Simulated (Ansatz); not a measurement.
C2H4SSi (`[SiH3]C1=CS1`), relaxed with RKS PBE-D4/def2-SVP in the Gaussian-basis code of Ansatz from a rough embedded geometry. The force threshold is 0.03 eV/Å; the program also tests the step.

Charge 0, multiplicity 1.

Start:

```xyz
8

Si   -0.918   -0.318   -0.572
C     0.502    0.236    0.102
C     1.314    0.380    1.114
S     1.945    1.015   -0.433
H    -1.807   -1.002    0.490
H    -1.817    0.792   -1.111
H    -0.775   -1.309   -1.668
H     1.556    0.205    2.078
```

(1) How much energy does the relaxation release, and in how many steps? (Estimate.)

(2) Which bonds change most? (Estimate.)

(3) Give the relaxed structure. (An estimate is asked.)

Answers

(1) Ansatz gave: 23.76 kcal/mol, in 6 steps, 1 of them rejected.

(2) The calculation gave: C2–S4 from 1.725 to 1.968 Å; Si1–C2 from 1.666 to 1.843 Å; C3–H8 from 1.009 to 1.097 Å; Si1–H5 from 1.544 to 1.503 Å.

(3) Ansatz gave: 
```xyz
8

Si   -1.103   -0.380   -0.591
C     0.460    0.169    0.214
C     1.401    0.394    1.089
S     2.070    1.113   -0.409
H    -1.970   -1.058    0.434
H    -1.809    0.819   -1.160
H    -0.772   -1.332   -1.707
H     1.723    0.276    2.131
```
